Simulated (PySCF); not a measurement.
Gas-phase XPS of `[H][Al]([H])[N]=C=S`, computed

CH2AlNS.
Cartesian coordinates in Å at the PBE0-D3(BJ)/def2-SVP level; atoms count from 1:
```
atom  x, y, z in Å
Al1    0.659    1.142    0.001
H2     2.233    1.058    0.045
H3    -0.191    2.471   -0.041
N4    -0.244   -0.408   -0.013
C5    -0.838   -1.448   -0.002
S6    -1.619   -2.816    0.010
```

Level of theory: delta-SCF UKS SCAN, pcX-2 on the ionised atom, pcseg-1 elsewhere, spin-free X2C (PySCF 2.14.0). Vertical ΔSCF values, vacuum level as zero.

Question: Give the core binding energies atom by atom.

Answer: 
```tsv
atom(s)	environment	level	binding energy (eV)	count
S6	sulfur bonded to C	S 1s	2477.16	1
Al1	aluminium bonded to N and 2 H	Al 1s	1567.80	1
N4	nitrogen bonded to Al and C	N 1s	404.86	1
C5	carbon bonded to N and S	C 1s	293.26	1
```

Question: Express the binding energy of C 1s of C5 in atomic units and per mole.

Answer: 293.26 eV = 10.7771 Eh = 28295 kJ/mol.

Not every level is listed. Geometry: PBE0-D3(BJ)/def2-SVP; no solvent, vibrations or thermal averaging.

On an Arm Neoverse N1 with one thread, no GPU, on a shared host, this took 22 s wall.
